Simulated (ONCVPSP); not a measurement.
**Cutoff test, copper (Cu), ONCV**

- Element: Cu
- Generator: ONCVPSP 4.0.1
- Type: optimised norm-conserving Vanderbilt (ONCV)
- Functional: PBEsol
- Relativity: scalar-relativistic
- Frozen core: [Ne]
- Valence charge: 19
- Reference configuration: 3s2 3p6 3d9 4s2
- Partial waves: 3s+4s: rc 1.05 bohr, ncon 4, nbas 8, qcut 10.7 1/bohr, 2 projectors; 3p: rc 1.05 bohr, ncon 4, nbas 8, qcut 15.9 1/bohr, 1 projector; 3d: rc 1.05 bohr, ncon 4, nbas 9, qcut 17 1/bohr, 1 projector
- Local potential: polynomial inside 0.80 bohr (lpopt 2, dvloc0 0 Ha)
- Core correction: Teter function, fcfact 5, rcfact 1

Q: For each optimised wave give the share of its norm inside rc, the residual kinetic energy above qcut (Ha) and the cutoffs (Ha) for errors of 10, 1, 0.1 and 0.01 mHa per electron.

A:

```tsv
wave	norm inside rc	residual KE	10 mHa	1 mHa	0.1 mHa	0.01 mHa
3s	0.894	3.3e-05	35.2	45.2	53.2	112.0
4s	0.028	1.0e-05	19.8	38.3	48.8	57.8
3p	0.852	1.5e-08	36.6	45.9	54.1	61.9
3d	0.671	5.2e-07	83.5	100.1	114.0	125.5
```

The occupied waves need 100 Ha and 114 Ha for 1 and 0.1 mHa.
